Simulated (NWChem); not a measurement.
System: H₂SeS; SMILES S[SeH]

Here is an NWChem input.

```
start job
memory heap 200 mb stack 900 mb global 1100 mb
geometry units angstroms noautosym nocenter noautoz
  Se     0.037299     0.731509     0.036439
  H     -1.387194     0.926023    -0.305023
  S      0.009565    -1.475342     0.067404
  H      0.331887    -1.677647    -1.232126
end
basis spherical
  * library 6-31g*
end
dft
  xc xcamb88 1.00 lyp 0.81 vwn_5 0.19 hfexch 1.00
  cam 0.33 cam_alpha 0.19 cam_beta 0.46
  iterations 150
end
property
  efieldgrad
end
task dft property
```

Coordinates come from a PBE0/def2-SVP optimisation.

Vzz is the largest principal value of the second derivative of the potential at the nucleus (NWChem prints the opposite sign); η is the asymmetry. Non-relativistic.

Atoms are numbered as in the input.

### Question
Give the results of this calculation. (CAM-B3LYP/6-31G* (spherical d).) Quantities: Vzz Se1 (a.u.); η Se1; Vzz S3 (a.u.); η S3.

### Answer
| Property | Value |
|---|---|
| Vzz Se1 (a.u.) | -6.097 |
| η Se1 | 0.59 |
| Vzz S3 (a.u.) | -2.899 |
| η S3 | 0.62 |
